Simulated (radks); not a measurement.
The numbers below are computed, except where a source is named.
Charge is removed step by step from the 6s down level of Tb, starting from [Xe] 4f9 6s(up 1, down 1). Code: a radial shooting solver on a logarithmic mesh with Libxc functionals. Model: scalar-relativistic Kohn-Sham, PBE, spin-polarised, spherical densities, finite nucleus; open shells are filled with parallel spins first (spin-orbit coupling, left out, can overturn this in heavy ions); Fermi nuclear charge, rms radius 5.06 fm.

removed (e),E - E(0) (eV),eigenvalue (eV),E minus straight line (eV)
0,0.000,-3.630,0.000
0.125,0.487,-4.172,-0.246
0.25,1.043,-4.723,-0.423
0.375,1.668,-5.281,-0.531
0.5,2.363,-5.847,-0.569
0.625,3.129,-6.423,-0.536
0.75,3.969,-7.012,-0.429
0.875,4.882,-7.604,-0.249
1,5.864,-8.035,0.000

Removing the whole electron costs 5.864 eV by Delta-SCF, against 3.630 eV from minus the eigenvalue at the starting occupation. Slater's transition state (half an electron removed) gives 5.847 eV. Integrating minus the eigenvalue over the occupation (Janak's theorem) gives 5.865 eV. In this scalar-relativistic scheme the density is built from large components alone, so the theorem holds only approximately. The mean slope of the eigenvalue, de/dn, is 4.40 eV per electron. Ionisation energy of Tb in the NIST Atomic Spectra Database: 5.864 eV (measured).
